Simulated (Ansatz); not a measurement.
Geometry optimisation, Ansatz, RKS B3LYP-D4/def2-SVP.

Input file:

```yaml
crystal:
  periodic: [false, false, false]
  atoms:
    - { symbol: Ge, position_ang: [-0.421055, 0.0, -0.428666] }
    - { symbol: Cl, position_ang: [0.075406, 0.0, 2.970558] }
    - { symbol: H, position_ang: [0.956422, 0.0, 0.239638] }
    - { symbol: H, position_ang: [-0.575842, 1.257535, -1.30985] }
    - { symbol: H, position_ang: [-0.575842, -1.257535, -1.30985] }
    - { symbol: H, position_ang: [-1.581226, 0.0, 0.594548] }
    - { symbol: H, position_ang: [-1.128964, 0.0, 2.401622] }
basis:
  gaussian: { orbitals: def2-SVP }
hamiltonian:
  xc: b3lyp
  dispersion: d4
relax:
  f_tol: 0.03
  max_steps: 50
```

Run as:

```bash
$ ansatz run input.yaml --threads 1 --pin off --max-ram 2048MiB --backend cpu --events-out ev --progress --plain --runs-dir out
```

Question: Where does it end, and by what steps?

Answer: It converged. The force dipped under the threshold on the way, but the program's further checks kept it going. After 10 steps the energy has fallen by 0.146 eV; Cl2 moved furthest, 0.46 Å.

```json
{"step": "0", "energy less start (eV)": "0.0000", "largest force component (eV/Å)": "1.074", "accepted": "yes"}
{"step": "1", "energy less start (eV)": "-0.0996", "largest force component (eV/Å)": "0.753", "accepted": "yes"}
{"step": "2", "energy less start (eV)": "-0.1325", "largest force component (eV/Å)": "0.660", "accepted": "yes"}
{"step": "3", "energy less start (eV)": "-0.1236", "largest force component (eV/Å)": "0.542", "accepted": "no"}
{"step": "4", "energy less start (eV)": "-0.1430", "largest force component (eV/Å)": "0.211", "accepted": "yes"}
{"step": "5", "energy less start (eV)": "-0.1452", "largest force component (eV/Å)": "0.024", "accepted": "yes"}
{"step": "6", "energy less start (eV)": "-0.1454", "largest force component (eV/Å)": "0.057", "accepted": "yes"}
{"step": "7", "energy less start (eV)": "-0.1455", "largest force component (eV/Å)": "0.059", "accepted": "yes"}
{"step": "8", "energy less start (eV)": "-0.1304", "largest force component (eV/Å)": "0.692", "accepted": "no"}
{"step": "9", "energy less start (eV)": "-0.1457", "largest force component (eV/Å)": "0.048", "accepted": "yes"}
{"step": "10", "energy less start (eV)": "-0.1459", "largest force component (eV/Å)": "0.016", "accepted": "yes"}
```

```xyz
7
Properties=species:S:1:pos:R:3
Ge -0.445 0.000 -0.569
Cl -0.008 0.000 3.426
H 0.911 0.000 0.152
H -0.584 1.260 -1.442
H -0.584 -1.260 -1.442
H -1.581 0.000 0.480
H -0.961 0.000 2.554
```

Whether the end is a true minimum wasn't checked by a vibrational analysis.

Run time: 26 s on 1 thread of Arm Neoverse V1, on a shared host, peak memory 0.15 GiB.
